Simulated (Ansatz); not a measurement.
Relaxation of Ga(py)F3 (C5H5F3GaN) with RKS r2SCAN-D4/def2-SVP.

```sh
$ ansatz run in.yaml --threads 4 --pin off --events-out ev --progress --plain --max-ram 8704MiB
```

```yaml
crystal:
  periodic: [false, false, false]
  atoms:
    - {symbol: Ga, position_ang: [0.010430, -0.009810, -2.571830]}
    - {symbol: N, position_ang: [0.027300, -0.035900, -0.541790]}
    - {symbol: C, position_ang: [1.036190, 0.514800, 0.125430]}
    - {symbol: C, position_ang: [1.052630, 0.560250, 1.507600]}
    - {symbol: C, position_ang: [-0.015120, 0.016780, 2.207180]}
    - {symbol: C, position_ang: [-1.062850, -0.551050, 1.496580]}
    - {symbol: C, position_ang: [-1.003940, -0.556600, 0.114710]}
    - {symbol: H, position_ang: [1.838910, 0.918280, -0.479680]}
    - {symbol: H, position_ang: [1.884640, 1.011660, 2.023920]}
    - {symbol: H, position_ang: [-0.030300, 0.035510, 3.286340]}
    - {symbol: H, position_ang: [-1.911300, -0.982170, 2.003430]}
    - {symbol: H, position_ang: [-1.786570, -0.984650, -0.499630]}
    - {symbol: F, position_ang: [1.714780, 0.060880, -2.906130]}
    - {symbol: F, position_ang: [-0.865580, 1.464130, -2.868220]}
    - {symbol: F, position_ang: [-0.889240, -1.462110, -2.897920]}
basis:
  gaussian: {orbitals: def2-SVP}
hamiltonian: {xc: r2scan, dispersion: d4}
scf: {lower_state_search: "off"}
output: {orbitals: {seedname: orbitals}}
relax: {f_tol: 0.02, max_steps: 100}
```

Run time 19 s (4 threads of Arm Neoverse V2 on a shared host).

Positions (Å) and forces (eV/Å) at steps 1, 2, 3, 4, 5 of 5:

```xyz
15
step=1 energy=-67264.1268 eV
Ga    0.010   -0.010   -2.572   -0.126    0.159    0.340
N     0.027   -0.036   -0.542    0.023    0.009   -0.643
C     1.036    0.515    0.125    0.458    0.197    0.100
C     1.053    0.560    1.508   -0.006    0.022    0.046
C    -0.015    0.017    2.207    0.004   -0.014   -0.092
C    -1.063   -0.551    1.497   -0.011    0.022    0.037
C    -1.004   -0.557    0.115   -0.432   -0.265    0.102
H     1.839    0.918   -0.480    0.334    0.117   -0.252
H     1.885    1.012    2.024    0.417    0.225    0.210
H    -0.030    0.036    3.286   -0.010    0.011    0.521
H    -1.911   -0.982    2.003   -0.422   -0.216    0.206
H    -1.787   -0.985   -0.500   -0.290   -0.220   -0.240
F     1.715    0.061   -2.906    0.598    0.013   -0.070
F    -0.866    1.464   -2.868   -0.248    0.432   -0.190
F    -0.889   -1.462   -2.898   -0.287   -0.492   -0.074
15
step=2 energy=-67264.1896 eV
Ga   -0.006    0.019   -2.575   -0.100    0.150    0.178
N     0.018   -0.024   -0.545   -0.008    0.007   -0.224
C     1.045    0.518    0.123    0.183    0.092    0.051
C     1.061    0.563    1.512   -0.019   -0.028    0.035
C    -0.014    0.018    2.213   -0.004    0.009   -0.041
C    -1.069   -0.558    1.503    0.031   -0.003    0.030
C    -1.014   -0.565    0.115   -0.171   -0.114    0.054
H     1.863    0.904   -0.489    0.037    0.035   -0.093
H     1.906    1.013    2.031    0.106    0.049    0.046
H    -0.027    0.035    3.303   -0.008    0.013    0.131
H    -1.921   -1.002    2.016   -0.100   -0.059    0.046
H    -1.789   -1.023   -0.503   -0.054   -0.009   -0.082
F     1.720    0.067   -2.860    0.296    0.022   -0.043
F    -0.871    1.490   -2.975   -0.032    0.070   -0.048
F    -0.903   -1.455   -2.869   -0.158   -0.236   -0.040
15
step=3 energy=-67264.1977 eV
Ga   -0.007    0.024   -2.572   -0.021    0.035    0.028
N     0.007   -0.008   -0.546   -0.021    0.012   -0.025
C     1.042    0.530    0.121    0.024    0.039    0.028
C     1.067    0.558    1.513   -0.025    0.006   -0.005
C    -0.009    0.009    2.216    0.018   -0.029   -0.010
C    -1.066   -0.572    1.508    0.012    0.019   -0.007
C    -1.022   -0.566    0.117   -0.044    0.014    0.021
H     1.849    0.934   -0.501   -0.022   -0.042   -0.001
H     1.919    1.005    2.032   -0.021   -0.003   -0.012
H    -0.022    0.029    3.310    0.007   -0.012   -0.022
H    -1.916   -1.025    2.023    0.016    0.014   -0.011
H    -1.807   -1.007   -0.507    0.048   -0.009    0.000
F     1.734    0.056   -2.833    0.006    0.017   -0.002
F    -0.854    1.492   -3.037    0.042   -0.057    0.016
F    -0.916   -1.459   -2.846   -0.018   -0.003    0.000
15
step=4 energy=-67264.1967 eV rejected
Ga   -0.003    0.015   -2.568   -0.018    0.039    0.032
N    -0.009    0.022   -0.545   -0.021    0.043   -0.015
C     1.028    0.559    0.121    0.013   -0.125   -0.020
C     1.065    0.563    1.511    0.002    0.031    0.017
C     0.000   -0.009    2.214   -0.053    0.087   -0.007
C    -1.063   -0.575    1.505   -0.026    0.033    0.025
C    -1.036   -0.541    0.115    0.108   -0.126   -0.038
H     1.838    0.948   -0.504   -0.005    0.044   -0.006
H     1.918    1.004    2.030    0.003    0.003    0.012
H    -0.006   -0.002    3.307    0.028   -0.053    0.005
H    -1.907   -1.041    2.019   -0.010   -0.004    0.018
H    -1.805   -1.000   -0.514   -0.030    0.046    0.010
F     1.742    0.038   -2.812   -0.009   -0.010   -0.007
F    -0.829    1.482   -3.065    0.009   -0.012   -0.018
F    -0.932   -1.462   -2.814    0.010    0.003   -0.008
15
step=5 energy=-67264.1989 eV
Ga   -0.006    0.021   -2.568   -0.005    0.002    0.010
N     0.001    0.001   -0.545    0.000   -0.009   -0.016
C     1.038    0.538    0.121    0.005    0.011    0.009
C     1.065    0.563    1.512   -0.001   -0.002    0.000
C    -0.007    0.005    2.215    0.003   -0.006   -0.002
C    -1.066   -0.570    1.508    0.003   -0.001    0.001
C    -1.026   -0.560    0.117   -0.011    0.005    0.003
H     1.846    0.934   -0.503   -0.007   -0.001   -0.005
H     1.917    1.008    2.031   -0.003   -0.001    0.000
H    -0.013    0.013    3.309    0.000    0.001   -0.006
H    -1.914   -1.027    2.023    0.003    0.000    0.001
H    -1.804   -1.008   -0.509    0.006    0.003   -0.002
F     1.736    0.053   -2.827    0.002    0.004    0.004
F    -0.844    1.488   -3.046    0.009   -0.007    0.000
F    -0.922   -1.459   -2.838   -0.005    0.001    0.005
```
